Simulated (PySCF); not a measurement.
SeN: everyday levels beside a composite calculation

PySCF; the state is a doublet (π ↑). The composite is CCSD(T) extrapolated to the basis-set limit from two correlation-consistent sets, with core-valence (CV) and scalar-relativistic (SR) terms as its label shows; it has no spin–orbit coupling and nothing beyond (T). Here it is CCSD(T)/CBS(TQ)+CV. It gives Re = 1.646 Å, ωe = 978 cm⁻¹ and De = 3.80 eV to Se + N.

| level | basis | relativity | Re (Å) | ωe (cm⁻¹) | De (eV) |
| --- | --- | --- | --- | --- | --- |
| UHF-CCSD | 6-31G(d,p) | no relativity | 1.666 | 961 | 2.55 |
| UHF-CCSD | x2c-TZVPPall | spin-free X2C | 1.647 | 999 | 3.02 |
| TPSS | cc-pVDZ-PP/cc-pVDZ | scalar-relativistic core potentials | 1.678 | 940 | 3.88 |
| TPSSh | cc-pVDZ-PP/cc-pVDZ | scalar-relativistic core potentials | 1.667 | 964 | 3.57 |
| PBE0 | cc-pVDZ-PP/cc-pVDZ | scalar-relativistic core potentials | 1.654 | 984 | 3.41 |
| PBE0 | 6-31G(d,p) | no relativity | 1.650 | 997 | 3.48 |
| PBE0 | x2c-TZVPPall | spin-free X2C | 1.638 | 1019 | 3.67 |
| B97-3 | x2c-TZVPPall | spin-free X2C | 1.640 | 1023 | 3.70 |
| HSE06 | 6-31G(d,p) | no relativity | 1.652 | 991 | 3.50 |
| MN15 | x2c-TZVPPall | spin-free X2C | 1.626 | 1054 | 3.57 |

Task: Give the difference of each row from the composite.

Result: 

```
   level               basis  ΔRe (pm)  Δωe (%)  ΔDe (eV)
UHF-CCSD          6-31G(d,p)      +2.0     -1.7     -1.25
UHF-CCSD        x2c-TZVPPall      +0.1     +2.1     -0.78
    TPSS  cc-pVDZ-PP/cc-pVDZ      +3.2     -3.9     +0.08
   TPSSh  cc-pVDZ-PP/cc-pVDZ      +2.1     -1.4     -0.23
    PBE0  cc-pVDZ-PP/cc-pVDZ      +0.8     +0.6     -0.39
    PBE0          6-31G(d,p)      +0.4     +1.9     -0.32
    PBE0        x2c-TZVPPall      -0.8     +4.2     -0.13
   B97-3        x2c-TZVPPall      -0.6     +4.6     -0.10
   HSE06          6-31G(d,p)      +0.6     +1.3     -0.30
    MN15        x2c-TZVPPall      -2.0     +7.8     -0.23
```

Task: Which rows come closest in De?

Result: TPSS in cc-pVDZ-PP/cc-pVDZ (+0.08 eV), counted from the composite.

Correlated steps freeze 10 core orbitals. Correlated levels converge slowly with the basis: in double zeta they bind strong bonds too weakly, by up to about 1 eV, and carry superposition errors of some tenths. Spin–orbit coupling is left out. The CCSD T1 diagnostic is raised in SeN, a sign that a single reference may not be enough there. The state is the lowest determinant that a PBE0 search found; another state may lie lower at other levels.
